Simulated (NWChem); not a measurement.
**Excited singlets of HFOSi by symmetry**

```xyz
4

Si    -0.6240    -0.0001     0.0000
F      0.4348     1.2580     0.0000
O      0.4303    -1.2773     0.0000
H      1.3812    -1.1021     0.0000
```
Charge 0, spin multiplicity 1.

Everything below was run with NWChem. Structure: optimised with PBE0/def2-SVP, a minimum by its harmonic frequencies. It is one conformer; others weren't searched.

Basis set: def2-SVPD. Symmetry labels belong to the abelian group Cs used in the runs, with the axes of the coordinates shown. Entries are the lowest vertical excitation energy of each symmetry in eV (for CIS and TDDFT among the lowest few roots); a state of one symmetry need not have the same character in every method. Symmetries that some method's roots don't reach, or where a double excitation leads the EOM-CCSD root, are left out.

The correlated methods keep 7 core orbitals frozen. B3LYP has NWChem's definition, with VWN1-RPA local correlation. The structure started from a generated list of species. No row is a measurement; the coupled-cluster row has its own basis-set and correlation limits.

```tsv
method	a"	a'
CIS	6.01	8.09
TD-PBE	5.34	6.60
TD-B3LYP	___	___
TDA-BHandHLYP	5.93	7.73
EOM-CCSD	5.73	7.75
```

**Question.** Complete the blanks.

**Answer.** 
- TD-B3LYP, a": 5.50
- TD-B3LYP, a': 7.06
